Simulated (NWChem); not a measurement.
System: C₂H₅O, doublet; SMILES [CH](C)O

The following NWChem deck was run.

```
start job
memory heap 200 mb stack 900 mb global 1100 mb
geometry units angstroms noautoz
  C     -0.216893    -1.220610    -0.007401
  C      0.492894     0.079832    -0.142557
  O     -0.280168     1.177710     0.165072
  H      0.405005    -2.034717    -0.394734
  H     -0.470962    -1.462183     1.040135
  H     -1.159293    -1.209231    -0.569718
  H      1.556617     0.153548     0.090802
  H      0.265234     1.974870     0.089954
end
basis spherical
  * library def2-svp
end
dft
  odft
  mult 2
  xc m06-2x
  iterations 150
  mulliken
end
task dft gradient
```

Excerpt of the output:

```
             Northwest Computational Chemistry Package (NWChem) 7.3.0
             --------------------------------------------------------

 C1  symmetry detected

                             Geometry "geometry" -> ""
                             -------------------------

 Output coordinates in angstroms (scale by  1.889725989 to convert to a.u.)

  No.       Tag          Charge          X              Y              Z
 ---- ---------------- ---------- -------------- -------------- --------------
    1 C                    6.0000    -0.21155509    -1.22208149     0.00308017
    2 C                    6.0000     0.51604991     0.07302439    -0.07757884
    3 O                    8.0000    -0.29716585     1.18173842     0.00626560
    4 H                    1.0000     0.46955516    -2.05395263    -0.20580593
    5 H                    1.0000    -0.66145097    -1.39859285     0.99639668
    6 H                    1.0000    -1.02953646    -1.25443134    -0.72788331
    7 H                    1.0000     1.51612501     0.17036724     0.34876755
    8 H                    1.0000     0.25566516     1.97704484    -0.01460778

 Effective nuclear repulsion energy (a.u.)      74.7634297827

                                 NWChem DFT Module
                                 -----------------

 Summary of "ao basis" -> "ao basis" (spherical)
 ------------------------------------------------------------------------------
       Tag                 Description            Shells   Functions and Types
 ---------------- ------------------------------  ------  ---------------------
 C                          def2-svp                 6       14   3s2p1d
 O                          def2-svp                 6       14   3s2p1d
 H                          def2-svp                 3        5   2s1p

            General Information
            -------------------
          SCF calculation type: DFT
          Wavefunction type:  spin polarized.
          No. of atoms     :     8
          No. of electrons :    25
           Alpha electrons :    13
            Beta electrons :    12
          Charge           :     0
          Spin multiplicity:     2
          Use of symmetry is: off; symmetry adaption is: off
          Maximum number of iterations: 150
          AO basis - number of functions:    67
                     number of shells:    33
          Convergence on energy requested:  1.00D-06
          Convergence on density requested:  1.00D-05
          Convergence on gradient requested:  5.00D-04

              XC Information
              --------------
                       M06-2X Method XC Functional
                     Hartree-Fock (Exact) Exchange  0.540
                        M06-2X Exchange Functional  1.000
                      M06-2X Correlation Potential  1.000

             Grid Information
             ----------------
          Grid used for XC integration:  medium
          Radial quadrature: Mura-Knowles
          Angular quadrature: Lebedev.
          Tag              B.-S. Rad. Rad. Pts. Rad. Cut. Ang. Pts.
          ---              ---------- --------- --------- ---------
          C                   0.70       49          10.0       434
          O                   0.60       49          10.0       434
          H                   0.35       45          11.0       434
          Grid pruning is: on
          Number of quadrature shells:   372
          Spatial weights used:  Erf1

      Superposition of Atomic Density Guess
      -------------------------------------

 Sum of atomic energies:        -152.43716997

      Non-variational initial energy
      ------------------------------

 Total energy =    -153.952795
 1-e energy   =    -353.904445
 2-e energy   =     125.188220
 HOMO         =      -0.088582
 LUMO         =       0.105353

     ---------------------------------------------
      Total Density - Mulliken Population Analysis
     ---------------------------------------------

    Atom       Charge   Shell Charges
 -----------   ------   -------------------------------------------------------
    1 C    6     6.29   1.99  0.96  0.18  2.07  1.05  0.03
    2 C    6     5.93   1.99  0.95  0.32  1.73  0.89  0.05
    3 O    8     8.52   1.99  1.10  0.63  2.98  1.81  0.01
    4 H    1     0.89   0.67  0.20  0.03
    5 H    1     0.90   0.66  0.21  0.03
    6 H    1     0.89   0.67  0.20  0.03
    7 H    1     0.92   0.68  0.22  0.02
    8 H    1     0.67   0.53  0.07  0.06

     --------------------------------------------
      Spin Density - Mulliken Population Analysis
     --------------------------------------------

    Atom       Charge   Shell Charges
 -----------   ------   -------------------------------------------------------
    1 C    6     0.02   0.00  0.00 -0.00  0.01  0.00  0.01
    2 C    6     0.76   0.00  0.01  0.03  0.40  0.32  0.00
    3 O    8     0.11   0.00  0.00  0.00  0.09  0.02  0.00
    4 H    1     0.00   0.00 -0.00  0.00
    5 H    1     0.07   0.04  0.03  0.00
    6 H    1     0.02   0.01  0.00  0.00
    7 H    1     0.02   0.01  0.00  0.01
    8 H    1     0.00   0.00  0.00  0.00

   convergence    iter        energy       DeltaE   RMS-Dens  Diis-err
 ---------------- ----- ----------------- --------- --------- ---------
 d= 0,ls=0.0,diis     1   -154.1406092602 -2.29D+02  5.17D-03  7.84D-02
                                                     4.88D-03  7.30D-02
 d= 0,ls=0.0,diis     2   -154.1642782983 -2.37D-02  2.22D-03  5.05D-02
                                                     2.18D-03  5.10D-02
 d= 0,ls=0.0,diis     3   -154.1820978443 -1.78D-02  5.61D-04  3.89D-03
                                                     4.95D-04  3.77D-03
 d= 0,ls=0.0,diis     4   -154.1836976000 -1.60D-03  2.66D-04  1.52D-04
                                                     1.56D-04  1.13D-04
 d= 0,ls=0.0,diis     5   -154.1838059835 -1.08D-04  6.60D-05  1.59D-05
                                                     8.81D-05  3.78D-05
  Resetting Diis
 d= 0,ls=0.0,diis     6   -154.1838302967 -2.43D-05  5.02D-05  5.35D-06
                                                     4.06D-05  2.99D-06
 d= 0,ls=0.0,diis     7   -154.1838357009 -5.40D-06  1.42D-05  3.48D-07
                                                     1.08D-05  2.28D-07
 d= 0,ls=0.0,diis     8   -154.1838361028 -4.02D-07  4.28D-06  2.88D-08
                                                     6.16D-06  1.60D-07

         Total DFT energy =     -154.183836102777
      One electron energy =     -356.791238616590
           Coulomb energy =      149.026308792815
    Exchange-Corr. energy =      -21.182336061710
 Nuclear repulsion energy =       74.763429782708

 Numeric. integr. density =       24.999998143437

                    DFT Final Alpha Molecular Orbital Analysis
                    ------------------------------------------

 Vector   11  Occ=1.000000D+00  E=-4.342906D-01
              MO Center= -3.6D-01, -1.9D-01,  4.2D-02, r^2= 2.5D+00
   Bfn.  Coefficient  Atom+Function         Bfn.  Coefficient  Atom+Function
  ----- ------------  ---------------      ----- ------------  ---------------
    34      0.421999  3 O  pz                 6     -0.315898  1 C  pz
    37      0.299467  3 O  pz                53      0.235788  6 H  s
    48     -0.233249  5 H  s                  9     -0.165476  1 C  pz
    20      0.084199  2 C  pz                54      0.082903  6 H  s
    49     -0.081867  5 H  s                  4     -0.068508  1 C  px

 Vector   12  Occ=1.000000D+00  E=-4.069713D-01
              MO Center=  1.1D-01,  3.2D-01, -1.9D-03, r^2= 2.2D+00
   Bfn.  Coefficient  Atom+Function         Bfn.  Coefficient  Atom+Function
  ----- ------------  ---------------      ----- ------------  ---------------
    32      0.368641  3 O  px                18     -0.305773  2 C  px
    58     -0.277777  7 H  s                 35      0.249369  3 O  px
     4      0.206585  1 C  px                34      0.180093  3 O  pz
    31     -0.167089  3 O  s                 63      0.161407  8 H  s
     5      0.152878  1 C  py                59     -0.143341  7 H  s

 Vector   13  Occ=1.000000D+00  E=-2.190999D-01
              MO Center=  3.3D-01,  1.3D-01, -1.4D-01, r^2= 1.8D+00
   Bfn.  Coefficient  Atom+Function         Bfn.  Coefficient  Atom+Function
  ----- ------------  ---------------      ----- ------------  ---------------
    20      0.553280  2 C  pz                23      0.453336  2 C  pz
    34     -0.321520  3 O  pz                37     -0.307381  3 O  pz
    17     -0.243137  2 C  s                 49     -0.198398  5 H  s
    48     -0.169190  5 H  s                 21     -0.132525  2 C  px
    54      0.124816  6 H  s                 59      0.113848  7 H  s

 Vector   14  Occ=0.000000D+00  E= 9.015801D-02
              MO Center=  6.1D-01,  1.6D+00,  6.4D-02, r^2= 3.8D+00
   Bfn.  Coefficient  Atom+Function         Bfn.  Coefficient  Atom+Function
  ----- ------------  ---------------      ----- ------------  ---------------
    64      1.235142  8 H  s                 31     -0.754591  3 O  s
    59      0.748204  7 H  s                 17     -0.557274  2 C  s
     3     -0.539445  1 C  s                 44      0.452734  4 H  s
    21     -0.381153  2 C  px                36     -0.283863  3 O  py
    35     -0.184894  3 O  px                49      0.179409  5 H  s

 Vector   15  Occ=0.000000D+00  E= 1.334249D-01
              MO Center= -2.8D-01, -1.4D+00,  4.0D-02, r^2= 5.4D+00
   Bfn.  Coefficient  Atom+Function         Bfn.  Coefficient  Atom+Function
  ----- ------------  ---------------      ----- ------------  ---------------
     3      3.020133  1 C  s                 44     -1.269559  4 H  s
    49     -1.209386  5 H  s                 54     -1.211106  6 H  s
    64      0.393336  8 H  s                 17     -0.354034  2 C  s
    22      0.308828  2 C  py                59     -0.276539  7 H  s
    21      0.268132  2 C  px                 8     -0.261797  1 C  py

 Vector   16  Occ=0.000000D+00  E= 1.599042D-01
              MO Center=  9.4D-01, -1.9D-03,  1.1D-01, r^2= 5.6D+00
   Bfn.  Coefficient  Atom+Function         Bfn.  Coefficient  Atom+Function
  ----- ------------  ---------------      ----- ------------  ---------------
    59     -1.844140  7 H  s                 17      1.781106  2 C  s
     3     -1.054422  1 C  s                 54      1.006899  6 H  s
    64      0.585883  8 H  s                 21      0.443252  2 C  px
    31     -0.431341  3 O  s                  8     -0.400236  1 C  py
    44     -0.383559  4 H  s                 23      0.371046  2 C  pz

                     DFT Final Beta Molecular Orbital Analysis
                     -----------------------------------------

 Vector   10  Occ=1.000000D+00  E=-4.465202D-01
              MO Center= -3.7D-02, -1.2D+00, -1.2D-01, r^2= 1.8D+00
   Bfn.  Coefficient  Atom+Function         Bfn.  Coefficient  Atom+Function
  ----- ------------  ---------------      ----- ------------  ---------------
    43      0.368672  4 H  s                  5     -0.330049  1 C  py
     4      0.275018  1 C  px                53     -0.190032  6 H  s
    33     -0.170529  3 O  py                44      0.161701  4 H  s
     8     -0.142660  1 C  py                31      0.132060  3 O  s
    19      0.125483  2 C  py                63     -0.126072  8 H  s

 Vector   11  Occ=1.000000D+00  E=-4.101295D-01
              MO Center= -1.2D-01,  1.4D-01,  1.6D-02, r^2= 2.4D+00
   Bfn.  Coefficient  Atom+Function         Bfn.  Coefficient  Atom+Function
  ----- ------------  ---------------      ----- ------------  ---------------
    34      0.328357  3 O  pz                37      0.245757  3 O  pz
    32     -0.240177  3 O  px                53      0.216956  6 H  s
     6     -0.202704  1 C  pz                58      0.201273  7 H  s
    18      0.197969  2 C  px                35     -0.159605  3 O  px
     4     -0.153884  1 C  px                 5     -0.141431  1 C  py

 Vector   12  Occ=1.000000D+00  E=-3.933401D-01
              MO Center= -2.4D-03,  5.8D-01,  5.7D-03, r^2= 1.9D+00
   Bfn.  Coefficient  Atom+Function         Bfn.  Coefficient  Atom+Function
  ----- ------------  ---------------      ----- ------------  ---------------
    34      0.419267  3 O  pz                37      0.316527  3 O  pz
    32      0.269271  3 O  px                58     -0.221959  7 H  s
    18     -0.220819  2 C  px                35      0.186150  3 O  px
     4      0.143396  1 C  px                48     -0.132406  5 H  s
    59     -0.131154  7 H  s                  5      0.112153  1 C  py

 Vector   13  Occ=0.000000D+00  E= 3.288396D-02
              MO Center=  4.0D-01,  3.3D-02, -1.8D-01, r^2= 2.1D+00
   Bfn.  Coefficient  Atom+Function         Bfn.  Coefficient  Atom+Function
  ----- ------------  ---------------      ----- ------------  ---------------
    23      0.574739  2 C  pz                20      0.449005  2 C  pz
    49     -0.409846  5 H  s                 17     -0.331586  2 C  s
    37     -0.302476  3 O  pz                34     -0.260716  3 O  pz
    21     -0.208785  2 C  px                54      0.192620  6 H  s
     3      0.173756  1 C  s                 59      0.167638  7 H  s

 Vector   14  Occ=0.000000D+00  E= 9.143676D-02
              MO Center=  6.0D-01,  1.6D+00,  7.1D-02, r^2= 3.9D+00
   Bfn.  Coefficient  Atom+Function         Bfn.  Coefficient  Atom+Function
  ----- ------------  ---------------      ----- ------------  ---------------
    64      1.240453  8 H  s                 31     -0.763999  3 O  s
    59      0.749477  7 H  s                  3     -0.631216  1 C  s
    17     -0.550049  2 C  s                 44      0.469935  4 H  s
    21     -0.392719  2 C  px                36     -0.289540  3 O  py
    49      0.218892  5 H  s                 35     -0.180755  3 O  px

 Vector   15  Occ=0.000000D+00  E= 1.290434D-01
              MO Center= -3.7D-01, -1.4D+00,  9.3D-02, r^2= 5.5D+00
   Bfn.  Coefficient  Atom+Function         Bfn.  Coefficient  Atom+Function
  ----- ------------  ---------------      ----- ------------  ---------------
     3      3.067834  1 C  s                 49     -1.304621  5 H  s
    54     -1.244024  6 H  s                 44     -1.176753  4 H  s
    17     -0.413038  2 C  s                 64      0.411255  8 H  s
    22      0.302259  2 C  py                21      0.270675  2 C  px
     8     -0.230634  1 C  py                 7     -0.222748  1 C  px

     ---------------------------------------------
      Total Density - Mulliken Population Analysis
     ---------------------------------------------

    Atom       Charge   Shell Charges
 -----------   ------   -------------------------------------------------------
    1 C    6     6.08   1.99  0.88  0.16  2.12  0.91  0.03
    2 C    6     6.02   1.99  0.90  0.27  1.98  0.83  0.06
    3 O    8     8.29   1.99  1.07  0.66  2.86  1.69  0.01
    4 H    1     0.95   0.74  0.19  0.02
    5 H    1     0.95   0.73  0.19  0.02
    6 H    1     0.94   0.74  0.18  0.02
    7 H    1     0.97   0.75  0.20  0.02
    8 H    1     0.80   0.68  0.06  0.07

[...]

                         DFT ENERGY GRADIENTS

    atom               coordinates                        gradient
                 x          y          z           x          y          z
   1 C      -0.399781  -2.309399   0.005821   -0.002265  -0.001832   0.000056
   2 C       0.975193   0.137996  -0.146603    0.011928  -0.006904  -0.000920
   3 O      -0.561562   2.233162   0.011840   -0.010613   0.004146   0.001269
   4 H       0.887331  -3.881408  -0.388917   -0.001066   0.001401   0.000345
   5 H      -1.249961  -2.642957   1.882917    0.000099  -0.000768  -0.001165
   6 H      -1.945542  -2.370532  -1.375500    0.001158  -0.000822   0.001399
   7 H       2.865061   0.321947   0.659075   -0.002937  -0.000192  -0.000754
   8 H       0.483137   3.736073  -0.027605    0.003696   0.004972  -0.000231
```

Level: M06-2X/def2-SVP, spin-unrestricted. The geometry was optimised at B3LYP/6-31G* (spherical d), spin-unrestricted. No stability test was run on the SCF state.
